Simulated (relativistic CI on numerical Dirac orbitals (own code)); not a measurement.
## Ligand-field terms of d3

Computed with a parametric ligand-field model of a d^n configuration (Racah B and C, spin-orbit zeta, crystal field), exact diagonalisation.

Field parameters in Wybourne normalisation: D3d B²₀ = −7Dσ, B⁴₀ = −14Dq − 21Dτ, B⁴₃ = −14√(10/7) Dq; Oh B⁴₀ = 21Dq, B⁴₄ = √(5/14) B⁴₀. The field is a parameter set, without covalency.

Q: Ground term and bands for B = 620, C = 2760, ζ = 0 cm⁻¹, D3d, 10Dq = 17100, Dσ = -1200, Dτ = 40 cm⁻¹?

A: Ground term 4A2 with 0.01 electrons in the two orbitals of the cubic e set. Spin-allowed: 4E 16571 cm⁻¹ (603 nm), 4A1 18623 cm⁻¹ (537 nm), 4A2 23747 cm⁻¹ (421 nm), 4E 24133 cm⁻¹ (414 nm). Lowest spin-forbidden: 2E 12326 cm⁻¹ (811 nm), 2E 12988 cm⁻¹ (770 nm), 2A2 13823 cm⁻¹ (723 nm).

Q: Ground term and bands for B = 960, C = 3990, ζ = 0 cm⁻¹, D3d, 10Dq = 30650, Dσ = 1200, Dτ = -200 cm⁻¹?

A: Ground term 4A2 with 0.01 electrons in the two orbitals of the cubic e set. Spin-allowed: 4A1 29347 cm⁻¹ (341 nm), 4E 30347 cm⁻¹ (330 nm), 4E 39812 cm⁻¹ (251 nm), 4A2 40747 cm⁻¹ (245 nm). Lowest spin-forbidden: 2E 19027 cm⁻¹ (526 nm), 2A2 19574 cm⁻¹ (511 nm), 2E 20261 cm⁻¹ (494 nm).

Q: Ground term and bands for B = 720, C = 3700, ζ = 0 cm⁻¹, Oh, 10Dq = 30050 cm⁻¹?

A: Ground term 4A2 with 0.00 electrons in the two orbitals of the cubic e set. Spin-allowed: 4T2 30050 cm⁻¹ (333 nm), 4T1 37923 cm⁻¹ (264 nm), 4T1 63027 cm⁻¹ (159 nm). Lowest spin-forbidden: 2E 16704 cm⁻¹ (599 nm), 2T1 17232 cm⁻¹ (580 nm), 2T2 26110 cm⁻¹ (383 nm). With an A2 ground term the first spin-allowed band lies at |10Dq| itself.

Q: Ground term and bands for B = 1040, C = 4020, ζ = 0 cm⁻¹, D3d, 10Dq = 24900, Dσ = 1040, Dτ = -30 cm⁻¹?

A: Ground term 4A2 with 0.00 electrons in the two orbitals of the cubic e set. Spin-allowed: 4A1 23942 cm⁻¹ (418 nm), 4E 25231 cm⁻¹ (396 nm), 4E 35114 cm⁻¹ (285 nm), 4A2 35485 cm⁻¹ (282 nm). Lowest spin-forbidden: 2E 19294 cm⁻¹ (518 nm), 2A2 20250 cm⁻¹ (494 nm), 2E 20798 cm⁻¹ (481 nm).

Q: Ground term and bands for B = 800, C = 3090, ζ = 0 cm⁻¹, Oh, 10Dq = 3250 cm⁻¹?

A: Ground term 4A2 with 0.00 electrons in the two orbitals of the cubic e set. Spin-allowed: 4T2 3250 cm⁻¹ (3077 nm), 4T1 5685 cm⁻¹ (1759 nm), 4T1 16065 cm⁻¹ (622 nm). Lowest spin-forbidden: 2E 14048 cm⁻¹ (712 nm), 2T1 14547 cm⁻¹ (687 nm), 2A1 15720 cm⁻¹ (636 nm). With an A2 ground term the first spin-allowed band lies at |10Dq| itself.
